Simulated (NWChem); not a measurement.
System: SiH2SeCl2; SMILES Cl[SiH](Cl)[SeH]

The following NWChem deck was run.

```
start job
memory heap 200 mb stack 900 mb global 1100 mb
geometry units angstroms noautoz
  Si     0.017892     0.528978     0.499589
  Cl    -1.759204     1.354468    -0.151548
  Cl     1.615693     1.624194    -0.230568
  Se     0.021754    -1.632506    -0.235588
  H      0.075868     0.644524     1.969363
  H      1.343871    -1.902966     0.378709
end
basis spherical
  Si library 6-31g*
  Cl library 6-31g*
  Se library 6-31g*
  H library 6-31g*
end
dft
  xc xwpbe 1.00 cpbe96 1.0 hfexch 1.00
  cam 0.4 cam_alpha 0.0 cam_beta 1.0
  iterations 150
  vectors input atomic output neutral.movecs
end
task dft energy
charge 1
dft
  odft
  mult 2
  vectors input atomic output cation.movecs
end
task dft energy
```

Excerpt of the output:

```
             Northwest Computational Chemistry Package (NWChem) 7.3.0
             --------------------------------------------------------

 C1  symmetry detected

                             Geometry "geometry" -> ""
                             -------------------------

 Output coordinates in angstroms (scale by  1.889725989 to convert to a.u.)

  No.       Tag          Charge          X              Y              Z
 ---- ---------------- ---------- -------------- -------------- --------------
    1 Si                  14.0000    -0.00129919     0.53972577     0.53642710
    2 Cl                  17.0000    -1.77894467     1.30229403    -0.18603366
    3 Cl                  17.0000     1.59185992     1.62753867    -0.21464047
    4 Se                  34.0000     0.05309470    -1.65343921    -0.09569780
    5 H                    1.0000     0.02607668     0.72504722     1.99993461
    6 H                    1.0000     1.36733273    -1.87143069     0.55527141

 Effective nuclear repulsion energy (a.u.)     486.0162897680

  pbe96 is a nonlocal functional; adding pw91lda local functional.

                                 NWChem DFT Module
                                 -----------------

 Summary of "ao basis" -> "ao basis" (spherical)
 ------------------------------------------------------------------------------
       Tag                 Description            Shells   Functions and Types
 ---------------- ------------------------------  ------  ---------------------
 Si                          6-31g*                  8       18   4s3p1d
 Cl                          6-31g*                  8       18   4s3p1d
 Se                          6-31g*                 12       32   5s4p3d
 H                           6-31g*                  2        2   2s

            General Information
            -------------------
          SCF calculation type: DFT
          Wavefunction type:  closed shell.
          No. of atoms     :     6
          No. of electrons :    84
           Alpha electrons :    42
            Beta electrons :    42
          Charge           :     0
          Spin multiplicity:     1
          Use of symmetry is: off; symmetry adaption is: off
          Maximum number of iterations: 150
          AO basis - number of functions:    90
                     number of shells:    40
          Convergence on energy requested:  1.00D-06
          Convergence on density requested:  1.00D-05
          Convergence on gradient requested:  5.00D-04

              XC Information
              --------------
                     Hartree-Fock (Exact) Exchange  1.000
                     LC-wPBE(h)Exchange Functional  1.000
            Perdew 1991 LDA Correlation Functional  1.000 local
           PerdewBurkeErnz. Correlation Functional  1.000 non-local

           Range-Separation Parameters
           ---------------------------
           Alpha           :  0.00
           Beta            :  1.00
           Gamma           :  0.40
           Short-Range HF  :     F

             Grid Information
             ----------------
          Grid used for XC integration:  medium
          Radial quadrature: Mura-Knowles
          Angular quadrature: Lebedev.
          Tag              B.-S. Rad. Rad. Pts. Rad. Cut. Ang. Pts.
          ---              ---------- --------- --------- ---------
          Si                  1.10       88           9.0       590
          Cl                  1.00       88          11.0       590
          Se                  1.15      112          10.0       590
          H                   0.35       45          11.0       434
          Grid pruning is: on
          Number of quadrature shells:   466
          Spatial weights used:  Erf1

      Superposition of Atomic Density Guess
      -------------------------------------

 Sum of atomic energies:       -3608.22028130

      Non-variational initial energy
      ------------------------------

 Total energy =   -3609.173683
 1-e energy   =   -5984.244134
 2-e energy   =    1889.054161
 HOMO         =      -0.298140
 LUMO         =       0.036898

   convergence    iter        energy       DeltaE   RMS-Dens  Diis-err
 ---------------- ----- ----------------- --------- --------- ---------
 d= 0,ls=0.0,diis     1  -3611.6144012567 -4.10D+03  1.07D-02  6.60D-01
 d= 0,ls=0.0,diis     2  -3611.6712824257 -5.69D-02  4.50D-03  1.85D-01
 d= 0,ls=0.0,diis     3  -3611.6947659946 -2.35D-02  8.85D-04  8.49D-03
 d= 0,ls=0.0,diis     4  -3611.6958718999 -1.11D-03  1.70D-04  2.60D-04
 d= 0,ls=0.0,diis     5  -3611.6959068555 -3.50D-05  1.00D-04  3.56D-05
  Resetting Diis
 d= 0,ls=0.0,diis     6  -3611.6959140631 -7.21D-06  3.34D-05  1.81D-06
 d= 0,ls=0.0,diis     7  -3611.6959147276 -6.64D-07  9.24D-06  1.36D-07

         Total DFT energy =    -3611.695914727564
      One electron energy =    -5985.185778850639
           Coulomb energy =     2052.138163468053
    Exchange-Corr. energy =     -164.664589112939
 Nuclear repulsion energy =      486.016289767961

 Numeric. integr. density =       83.999994419465

                       DFT Final Molecular Orbital Analysis
                       ------------------------------------

 Vector   40  Occ=2.000000D+00  E=-4.542192D-01
              MO Center=  8.6D-03,  1.4D+00, -1.6D-01, r^2= 4.2D+00
   Bfn.  Coefficient  Atom+Function         Bfn.  Coefficient  Atom+Function
  ----- ------------  ---------------      ----- ------------  ---------------
    43      0.430365  3 Cl px                25      0.355676  2 Cl px
    26      0.339771  2 Cl py                45      0.243615  3 Cl pz
    47      0.225676  3 Cl px                44     -0.218125  3 Cl py
    29      0.183413  2 Cl px                30      0.174757  2 Cl py
    39     -0.167589  3 Cl px                27     -0.151405  2 Cl pz

 Vector   41  Occ=2.000000D+00  E=-4.310045D-01
              MO Center=  1.2D-01,  3.0D-02,  1.2D-01, r^2= 5.1D+00
   Bfn.  Coefficient  Atom+Function         Bfn.  Coefficient  Atom+Function
  ----- ------------  ---------------      ----- ------------  ---------------
    66      0.440998  4 Se py                44      0.292337  3 Cl py
    45      0.245112  3 Cl pz                26      0.222047  2 Cl py
    27      0.216031  2 Cl pz                88     -0.216846  5 H  s
     8     -0.193695  1 Si py                62     -0.189545  4 Se py
    67      0.187879  4 Se pz                70      0.164110  4 Se py

 Vector   42  Occ=2.000000D+00  E=-3.808119D-01
              MO Center=  9.7D-02, -1.4D+00, -3.2D-02, r^2= 2.4D+00
   Bfn.  Coefficient  Atom+Function         Bfn.  Coefficient  Atom+Function
  ----- ------------  ---------------      ----- ------------  ---------------
    67      0.628121  4 Se pz                65     -0.344631  4 Se px
    71      0.283233  4 Se pz                63     -0.267577  4 Se pz
    66     -0.187303  4 Se py                69     -0.153382  4 Se px
    44     -0.146863  3 Cl py                61      0.146726  4 Se px
    88     -0.111453  5 H  s                 70     -0.086774  4 Se py

 Vector   43  Occ=0.000000D+00  E= 5.412896D-02
              MO Center=  2.7D-01, -4.8D-01,  1.9D-01, r^2= 5.0D+00
   Bfn.  Coefficient  Atom+Function         Bfn.  Coefficient  Atom+Function
  ----- ------------  ---------------      ----- ------------  ---------------
    10      1.083723  1 Si s                 70     -0.826846  4 Se py
    12     -0.590173  1 Si py                68     -0.564540  4 Se s
     6      0.527960  1 Si s                 11      0.400505  1 Si px
    13     -0.394066  1 Si pz                66     -0.392846  4 Se py
    46     -0.371597  3 Cl s                 48      0.332185  3 Cl py

 Vector   44  Occ=0.000000D+00  E= 7.377018D-02
              MO Center= -2.0D-01,  4.9D-01,  3.7D-01, r^2= 4.5D+00
   Bfn.  Coefficient  Atom+Function         Bfn.  Coefficient  Atom+Function
  ----- ------------  ---------------      ----- ------------  ---------------
    11      0.951071  1 Si px                28      0.885565  2 Cl s
    10     -0.752036  1 Si s                 13      0.548997  1 Si pz
    29      0.550734  2 Cl px                 6     -0.358553  1 Si s
     7      0.352027  1 Si px                12     -0.320993  1 Si py
    90     -0.310437  6 H  s                 25      0.283682  2 Cl px

 Vector   45  Occ=0.000000D+00  E= 8.849068D-02
              MO Center=  3.4D-03,  4.8D-01,  5.8D-01, r^2= 4.9D+00
   Bfn.  Coefficient  Atom+Function         Bfn.  Coefficient  Atom+Function
  ----- ------------  ---------------      ----- ------------  ---------------
    12      1.156815  1 Si py                11      0.849953  1 Si px
    46     -0.846667  3 Cl s                 68      0.531488  4 Se s
    47      0.459047  3 Cl px                70      0.426226  4 Se py
     8      0.395984  1 Si py                69     -0.322697  4 Se px
    13     -0.300334  1 Si pz                 7      0.275088  1 Si px

     Multipole analysis of the density
     ---------------------------------

     L   x y z        total         alpha         beta         nuclear
     -   - - -        -----         -----         ----         -------
     0   0 0 0      0.000000    -42.000000    -42.000000     84.000000

     1   1 0 0      0.319555      0.159777      0.159777      0.000000
     1   0 1 0     -0.423399     -0.211699     -0.211699     -0.000000
     1   0 0 1      0.581995      0.290998      0.290998      0.000000

     2   2 0 0    -43.630671   -198.303416   -198.303416    352.976162
     2   1 1 0     -1.753740      0.685153      0.685153     -3.124046
     2   1 0 1      1.157839     -0.218146     -0.218146      1.594132
     2   0 2 0    -43.781057   -334.215749   -334.215749    624.650441
     2   0 1 1      0.215321      0.488414      0.488414     -0.761507
     2   0 0 2    -42.500409    -39.140414    -39.140414     35.780420

                                 NWChem DFT Module
                                 -----------------

[...]
```

Level: LC-wPBE (HJS exchange hole, range parameter 0.4 per bohr)/6-31G* (spherical d), vertical spin-unrestricted ions. Coordinates come from a B3LYP/6-31G* (spherical d) optimisation.
